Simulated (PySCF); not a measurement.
PySCF input (HF/def2-TZVPD):

```python
from pyscf import gto, scf, dft

mol = gto.M(
    atom='''
    As   -0.00000000   -0.00000000   -1.10258261
    As    0.00000000    0.00000000    1.10258261
    ''',
    basis='def2-tzvpd',
    charge=-1,
    spin=1,
    symmetry='D2h',
    verbose=4,
)

mf = scf.UHF(mol).density_fit(auxbasis='def2-universal-jkfit')
mf.conv_tol = 1e-9
mf.max_cycle = 100
mf.max_memory = 1500
mf.kernel()
if not mf.converged:
    mf = mf.newton()
    mf.kernel(mf.make_rdm1())
mf.analyze()
```

End of the output:

```
Extra cycle  E= -4468.42200767019  delta_E= -2e-11  |g|= 1.61e-06  |ddm|= 7.48e-06
converged SCF energy = -4468.42200767019  <S^2> = 0.77691465  2S+1 = 2.0267359
**** SCF Summaries ****
Total Energy =                       -4468.422007670193125
Nuclear Repulsion Energy =             261.329163667781756
One-electron Energy =                -6767.295071607978571
Two-electron Energy =                 2037.543900270004315
Two-electron Coulomb Energy =         2200.673892110889028
DFT Exchange-Correlation Energy =     -163.129991840884713
HOMO-LUMO gap [eV] =                     6.606912942386894
Wave-function symmetry = B2g
alpha occupancy for each irrep:     Ag  B1g  B2g  B3g   Au  B1u  B2u  B3u
                                     9    1    4    3    1    8    4    4
beta  occupancy for each irrep:     Ag  B1g  B2g  B3g   Au  B1u  B2u  B3u
                                     9    1    3    3    1    8    4    4
**** MO energy ****
alpha MO #1 (B1u #1), energy= -432.353381406833 occ= 1
alpha MO #2 (Ag #1), energy= -432.353376695069 occ= 1
alpha MO #3 (B1u #2), energy= -56.0780775301101 occ= 1
alpha MO #4 (Ag #2), energy= -56.0780733386679 occ= 1
alpha MO #5 (B2g #1), energy= -49.9237627158682 occ= 1
alpha MO #6 (B3u #1), energy= -49.923751569028 occ= 1
alpha MO #7 (B3g #1), energy= -49.9230254000611 occ= 1
alpha MO #8 (B2u #1), energy= -49.923014296725 occ= 1
alpha MO #9 (B1u #3), energy= -49.9217688714861 occ= 1
alpha MO #10 (Ag #3), energy= -49.9217490857467 occ= 1
alpha MO #11 (Ag #4), energy= -7.79896878437816 occ= 1
alpha MO #12 (B1u #4), energy= -7.79883101732073 occ= 1
alpha MO #13 (B3u #2), energy= -5.65384751012223 occ= 1
alpha MO #14 (B2g #2), energy= -5.65374569306637 occ= 1
alpha MO #15 (B2u #2), energy= -5.65319637163363 occ= 1
alpha MO #16 (B3g #2), energy= -5.6530857265928 occ= 1
alpha MO #17 (Ag #5), energy= -5.65004112039073 occ= 1
alpha MO #18 (B1u #5), energy= -5.64924986114859 occ= 1
alpha MO #19 (Ag #6), energy= -1.88767344835202 occ= 1
alpha MO #20 (B2u #3), energy= -1.88518556035932 occ= 1
alpha MO #21 (B1u #6), energy= -1.88411586688934 occ= 1
alpha MO #22 (B1g #1), energy= -1.88407016964413 occ= 1
alpha MO #23 (Au #1), energy= -1.88348764609681 occ= 1
alpha MO #24 (Ag #7), energy= -1.88270997610442 occ= 1
alpha MO #25 (B3u #3), energy= -1.88127305652783 occ= 1
alpha MO #26 (B3g #3), energy= -1.88117172607707 occ= 1
alpha MO #27 (B2g #3), energy= -1.87749015136391 occ= 1
alpha MO #28 (B1u #7), energy= -1.87572261442758 occ= 1
alpha MO #29 (Ag #8), energy= -0.617290742909956 occ= 1
alpha MO #30 (B1u #8), energy= -0.417217072905515 occ= 1
alpha MO #31 (B3u #4), energy= -0.164913887598707 occ= 1
alpha MO #32 (Ag #9), energy= -0.154662112881976 occ= 1
alpha MO #33 (B2u #4), energy= -0.110076488578914 occ= 1
alpha MO #34 (B2g #4), energy= -0.0457966295870436 occ= 1
alpha MO #35 (B3g #4), energy= 0.197002944735665 occ= 0
alpha MO #36 (B1u #9), energy= 0.241195493471818 occ= 0
alpha MO #37 (Ag #10), energy= 0.273029807337787 occ= 0
alpha MO #38 (B1g #2), energy= 0.328637098613926 occ= 0
alpha MO #39 (Ag #11), energy= 0.329014610219371 occ= 0
alpha MO #40 (Ag #12), energy= 0.334157667817661 occ= 0
alpha MO #41 (B2g #5), energy= 0.358578543723405 occ= 0
alpha MO #42 (B1u #10), energy= 0.366359128526068 occ= 0
alpha MO #43 (B3g #5), energy= 0.372714663708481 occ= 0
alpha MO #44 (B3u #5), energy= 0.375739352378937 occ= 0
alpha MO #45 (B2u #5), energy= 0.380363878092177 occ= 0
alpha MO #46 (Au #2), energy= 0.389586358350098 occ= 0
alpha MO #47 (B1u #11), energy= 0.389734087215515 occ= 0
alpha MO #48 (B1u #12), energy= 0.459104539403596 occ= 0
alpha MO #49 (B2u #6), energy= 0.601192745167897 occ= 0
alpha MO #50 (B3u #6), energy= 0.605747081784285 occ= 0
alpha MO #51 (Ag #13), energy= 0.656628962074864 occ= 0
alpha MO #52 (B1g #3), energy= 0.66591217267587 occ= 0
alpha MO #53 (Ag #14), energy= 0.665919752535654 occ= 0
alpha MO #54 (B3u #7), energy= 0.707379256241374 occ= 0
alpha MO #55 (B2u #7), energy= 0.725530817760462 occ= 0
alpha MO #56 (B1u #13), energy= 0.728782709754668 occ= 0
alpha MO #57 (Au #3), energy= 0.761678836193993 occ= 0
alpha MO #58 (B1u #14), energy= 0.762109454130671 occ= 0
alpha MO #59 (B2g #6), energy= 0.810363297394626 occ= 0
alpha MO #60 (B3g #6), energy= 0.813759248085459 occ= 0
alpha MO #61 (Ag #15), energy= 0.8512796416757 occ= 0
alpha MO #62 (B2g #7), energy= 0.869782240959181 occ= 0
alpha MO #63 (B3g #7), energy= 0.877943173605018 occ= 0
alpha MO #64 (B1u #15), energy= 0.994473793337794 occ= 0
alpha MO #65 (Ag #16), energy= 1.00193777052802 occ= 0
alpha MO #66 (B1u #16), energy= 1.28750003850603 occ= 0
alpha MO #67 (B2u #8), energy= 1.46027941600633 occ= 0
alpha MO #68 (B3u #8), energy= 1.46606853394481 occ= 0
alpha MO #69 (Ag #17), energy= 1.47097664560743 occ= 0
alpha MO #70 (B1g #4), energy= 1.53441007566509 occ= 0
alpha MO #71 (Ag #18), energy= 1.53448474543319 occ= 0
alpha MO #72 (B1g #5), energy= 1.62089839366013 occ= 0
alpha MO #73 (Ag #19), energy= 1.62090915749474 occ= 0
alpha MO #74 (B2u #9), energy= 1.62523569691953 occ= 0
alpha MO #75 (B3u #9), energy= 1.62523595923778 occ= 0
alpha MO #76 (Au #4), energy= 1.6608393795535 occ= 0
alpha MO #77 (B1u #17), energy= 1.66084395430323 occ= 0
alpha MO #78 (B3g #8), energy= 1.67626167624821 occ= 0
alpha MO #79 (B2g #8), energy= 1.67678245725887 occ= 0
alpha MO #80 (B2g #9), energy= 1.69365434624937 occ= 0
alpha MO #81 (B3g #9), energy= 1.69365468445093 occ= 0
alpha MO #82 (B2u #10), energy= 1.76659161072593 occ= 0
alpha MO #83 (B3u #10), energy= 1.76879375848296 occ= 0
alpha MO #84 (B1u #18), energy= 1.8232505530261 occ= 0
alpha MO #85 (B1u #19), energy= 1.88041650004991 occ= 0
alpha MO #86 (Au #5), energy= 1.88043208229871 occ= 0
alpha MO #87 (Ag #20), energy= 2.02975562957563 occ= 0
alpha MO #88 (B3g #10), energy= 2.19800207204876 occ= 0
alpha MO #89 (B2g #10), energy= 2.20365339407735 occ= 0
alpha MO #90 (B1u #20), energy= 2.25167279551827 occ= 0
alpha MO #91 (B2u #11), energy= 2.74825239828921 occ= 0
alpha MO #92 (B3u #11), energy= 2.7487244291337 occ= 0
alpha MO #93 (Ag #21), energy= 2.97746571639106 occ= 0
alpha MO #94 (B3g #11), energy= 3.01046462309324 occ= 0
alpha MO #95 (B2g #11), energy= 3.01264862695089 occ= 0
alpha MO #96 (B1u #21), energy= 3.58597195502977 occ= 0
alpha MO #97 (Ag #22), energy= 3.78372208043278 occ= 0
alpha MO #98 (B1g #6), energy= 3.78379356008181 occ= 0
alpha MO #99 (B2u #12), energy= 3.80176699575667 occ= 0
alpha MO #100 (B3u #12), energy= 3.80920496212135 occ= 0
alpha MO #101 (B1u #22), energy= 3.84374490696626 occ= 0
alpha MO #102 (Au #6), energy= 3.84381812021188 occ= 0
[...]
```
